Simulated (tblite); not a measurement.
C5H7BF3 (doublet state).
Numbering: `[CH2:1][BH:2][CH2:3]/[CH:4]=[CH:5]\[C:6]([F:7])([F:8])[F:9]` (hydrogens: H10, H11 on C1; H12 on B2; H13, H14 on C3; H15 on C4; H16 on C5)
Bond orders are those of one Lewis drawing.

Computed with GFN2-xTB (tblite), gas phase: L-BFGS steps from a force-field or distance-geometry start until the largest atomic force falls under 0.01 eV/Å.

Step 0: E = -804.4935 eV
```
atom  x, y, z in Å  |  force x, y, z in eV/Å
C1     -1.9741   -1.6256   -0.4627   -1.702   1.698   1.621
B2     -1.7222   -0.0933   -0.1244    0.117  -1.337  -0.454
C3     -0.5148    0.6893   -0.8078   -0.069   0.760  -0.298
C4      0.3613    1.3310    0.2221    0.809  -0.870   0.251
C5      1.4640    0.7510    0.7591   -0.996   0.956  -0.310
C6      2.0094   -0.5861    0.3320    0.204   0.530   0.463
F7      2.4012   -0.5458   -0.9965   -0.331  -0.663   1.501
F8      3.1269   -0.8822    1.1116   -1.378  -0.082  -1.275
F9      1.0705   -1.5771    0.5186    1.393   0.645  -0.478
H10    -1.9168   -2.2316    0.4680    0.239   0.030  -1.032
H11    -2.9982   -1.7336   -0.9034    1.095  -0.378   0.035
H12    -2.4442    0.4625    0.6330    0.181  -0.128  -0.161
H13     0.0364    0.0258   -1.4810    0.058   0.212   0.251
H14    -0.9634    1.4986   -1.4343    0.272  -0.478   0.374
H15     0.0586    2.3024    0.6190    0.061  -0.391  -0.185
H16     1.9978    1.3006    1.5352    0.047  -0.504  -0.302
```

Step 1: E = -804.7821 eV
```
atom  x, y, z in Å  |  force x, y, z in eV/Å
C1     -1.9984   -1.6013   -0.4395   -1.086   1.107   1.150
B2     -1.7205   -0.1124   -0.1309    0.080  -0.381  -0.134
C3     -0.5158    0.7002   -0.8120    0.147   0.029   0.035
C4      0.3728    1.3186    0.2256   -0.863   0.268  -0.411
C5      1.4498    0.7646    0.7547    0.596  -0.118   0.331
C6      2.0123   -0.5785    0.3386   -0.166   0.715   0.284
F7      2.3965   -0.5552   -0.9751   -0.168  -0.494   0.919
F8      3.1072   -0.8834    1.0934   -0.757  -0.093  -0.741
F9      1.0904   -1.5679    0.5117    0.897   0.316  -0.315
H10    -1.9134   -2.2312    0.4533    0.222  -0.129  -0.646
H11    -2.9826   -1.7389   -0.9029    0.537  -0.365  -0.138
H12    -2.4416    0.4606    0.6307    0.270  -0.155  -0.235
H13     0.0372    0.0288   -1.4774    0.049   0.236   0.189
H14    -0.9595    1.4918   -1.4289    0.102  -0.089   0.140
H15     0.0595    2.2969    0.6164    0.110  -0.498  -0.215
H16     1.9985    1.2934    1.5309    0.031  -0.349  -0.212
```

Problem. Estimate the geometry and energy of step 2. (The exact step hangs on the optimiser's Hessian estimate; all steps are aligned on step 1, rigid shifts and turns removed.)

Solution. E = -804.9590 eV, largest force 1.225 eV/Å
```
atom  x, y, z in Å  |  force x, y, z in eV/Å
C1     -2.0421   -1.5571   -0.3949   -0.368  -0.140   0.405
B2     -1.7174   -0.1345   -0.1385    0.100   1.172   0.341
C3     -0.5127    0.7079   -0.8138    0.054  -0.523   0.136
C4      0.3578    1.3176    0.2173    0.456  -0.313   0.216
C5      1.4561    0.7703    0.7604   -0.741   0.184  -0.497
C6      2.0099   -0.5552    0.3502   -0.484   0.572  -0.015
F7      2.3891   -0.5741   -0.9375    0.096  -0.130  -0.327
F8      3.0750   -0.8865    1.0626    0.554  -0.192   0.342
F9      1.1263   -1.5538    0.4992   -0.157  -0.300  -0.027
H10    -1.9055   -2.2342    0.4271    0.257  -0.401  -0.069
H11    -2.9586   -1.7519   -0.9061   -0.251  -0.368  -0.448
H12    -2.4329    0.4555    0.6231    0.294  -0.018  -0.210
H13     0.0390    0.0369   -1.4702    0.167   0.101   0.032
H14    -0.9544    1.4851   -1.4219   -0.145   0.236  -0.120
H15     0.0629    2.2804    0.6091   -0.117   0.021  -0.038
H16     1.9998    1.2798    1.5226    0.286   0.100   0.278
```

The energy changes by -0.1769 eV. The first-order estimate −F·Δx gives -0.3968 eV and the mean of the old and new forces, exact on a quadratic surface, -0.1740 eV. The step makes an angle of 16° with the force vector and moves no atom by more than 0.076 Å.

The cost below is that of the whole relaxation. On Arm Neoverse V1, one thread, no GPU (shared host), this took 0.45 s.
